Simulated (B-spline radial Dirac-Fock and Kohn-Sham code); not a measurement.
# The Lβ3 (L1-M3) line from In to Ba

Method: Dirac-Fock energy differences between relaxed states, corrected for Breit and QED terms. Computed with a radial B-spline solver. Free neutral atoms. The model has no electron correlation.

```
 Z  element  energy (eV)  wavelength (Å)
49       In       3577.3          3.4659
50       Sn       3754.4          3.3024
51       Sb       3936.7          3.1495
52       Te       4124.3          3.0062
53        I       4317.2          2.8719
54       Xe       4515.6          2.7457
55       Cs       4719.6          2.6270
56       Ba       4929.2          2.5153
```

Task: How well does Moseley's law, √E linear in Z, describe these energies?

Result: A straight-line fit gives √(E/eV) = 1.4854·(Z − 8.75). The slope squared is 0.1622 Ry, against 0.1389 Ry for a hydrogen-like ion. The residuals, fit less computed, are In -3.2, Sn -0.5, Sb +1.4, Te +2.4, I +2.6, Xe +1.6, Cs -0.5, Ba -3.9 eV.
